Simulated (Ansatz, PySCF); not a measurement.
From computed data to an observable: transport gap, exciton binding and injection barriers

C₇H₄N₆, SMILES C12N=CN=C3C=CN=C(N13)N=CN=2.

Geometry optimised at B3LYP-D3(BJ)/def2-SVP.

Gas-phase, vertical values: ionisation energy 8.51 eV and electron affinity 1.44 eV from ΔSCF with PBE/def2-SVPD (Ansatz, an electronic-structure program); S1 2.37 eV and T1 2.15 eV from TDA-PBE/def2-SVP (PySCF). Assume, for the exercise, a film of permittivity 3.0, a cavity radius of 6.0 Å and electrodes of work function 5.0 eV (anode) and 4.2 eV (cathode), with aligned vacuum levels.

Work out the fundamental gap and exciton binding energy in the gas phase, the levels in the film by Born's model, the injection barriers and the thermal weight of S1 against T1 at 298 K.


Fundamental gap IE − EA = 7.07 eV; exciton binding = gap − S1 = 4.70 eV.
Born polarisation P = (14.3996 eV Å / 2r)(1 − 1/ε) = 0.80 eV. Film: IE = 7.71 eV, EA = 2.24 eV, transport gap 5.47 eV; with S1 unchanged the binding falls to 3.10 eV.
Hole barrier IE − Φ(anode) = 2.71 eV; electron barrier Φ(cathode) − EA = 1.96 eV (a negative value means no barrier, and the level would pin).
ΔE(ST) = S1 − T1 = 0.22 eV, and the triplet has three sublevels, so the ratio S1/T1 is (1/3) exp(−ΔE/kT) = 6.4e-5 with kT = 0.02569 eV: small enough a gap for thermal return to the singlet. All inputs carry the errors of their functional, and relaxed states would shift them.
